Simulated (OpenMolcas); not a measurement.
Systems:
- [CrF6]4-, a model complex in vacuum: tetragonal octahedron, axial bonds 1.1 times the equatorial ones, Cr–F 2.08 and 2.29 Å; shape imposed, not necessarily the one it adopts

Method: state-averaged CASSCF on the open d shell with SC-NEVPT2, ANO basis sets as named, scalar-relativistic DKH2, RICD, in OpenMolcas. State energies are spin-free and vertical. Orbital splittings and repulsion parameters are fits to the integrals of the highest spin's CASSCF orbitals. Times are rough, from shared cores.

```tsv
case	ground state	first state of the same spin (cm⁻¹)	first state of another spin (cm⁻¹)	Racah B (cm⁻¹)	basis functions	relative time
ANO-RCC-VDZP	⁵B₁g	⁵A₁g 4580	³Eg(1) 12950	1025	118	3
ANO-RCC-MB	⁵B₁g	⁵A₁g 6330	³Eg(1) 10270	?	48	1
ANO-RCC-VDZ	⁵B₁g	⁵A₁g 4590	³Eg(1) 13760	1027	81	1
ANO-RCC-VTZP	⁵B₁g	⁵A₁g 4570	³Eg(1) 12300	1034	239	10
```

Problem. Complete the blanks.

Solution. 
- ANO-RCC-MB, Racah B (cm⁻¹): 914

No ligand orbital and no second metal shell is active in the minimal space. All energies are vertical, at one fixed geometry that need not be a minimum. Gaps under about 300 cm⁻¹ between spin-free states are not resolved by the perturbation step. Anions stand alone here, with no counter-ions or solvent. Where B1 and B2 labels occur, x and y lie along in-plane bonds.
